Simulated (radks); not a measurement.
Problem. The iridium ion Ir4+, 73 electrons, occupied as [Xe] 4f14 5d5 (the NIST ground configuration). Method: Dirac Kohn-Sham, PBE, spin-unpolarised, spherical densities, point nucleus; open shells are shared between the two j in proportion to 2j + 1; computed with a radial shooting solver on a logarithmic mesh with Libxc functionals. Some entries of the table are withheld. Estimate them.

orbital,occ.,eigenvalue (Ry),<1/r> (bohr^-1),r(max) (bohr)
1s1/2,2,-5590.959,92.26,0.01081
2s1/2,2,-980.1753,22.58,0.06249
2p1/2,2,(1),22.53,0.04620
2p3/2,4,(2),18.59,0.05336
3s1/2,2,-231.9026,8.288,0.1759
3p1/2,2,-213.4642,8.199,0.1644
3p3/2,4,-187.2660,7.175,0.1790
3d3/2,4,-156.5370,7.071,0.1397
3d5/2,6,-150.8765,6.835,0.1437
4s1/2,2,-52.20718,3.496,0.3977
4p1/2,2,-44.43099,3.385,0.3965
4p3/2,4,-38.23480,3.030,0.4268
4d3/2,4,-25.50340,2.822,0.4211
4d5/2,6,-24.35328,2.739,0.4305
5s1/2,2,-10.61637,1.400,0.8903
4f5/2,6,-8.16010,2.336,(3)
5p1/2,2,-8.15382,1.278,0.9444
4f7/2,8,-7.93037,2.303,(4)
5p3/2,4,-7.12594,1.155,1.023
5d3/2,2,-3.77527,0.8861,1.232
5d5/2,3,-3.65842,0.8607,1.264

Solution. 
(1) 2p1/2 eigenvalue (Ry): -938.9537
(2) 2p3/2 eigenvalue (Ry): -819.3110
(3) 4f5/2 r(max) (bohr): 0.3927
(4) 4f7/2 r(max) (bohr): 0.3974
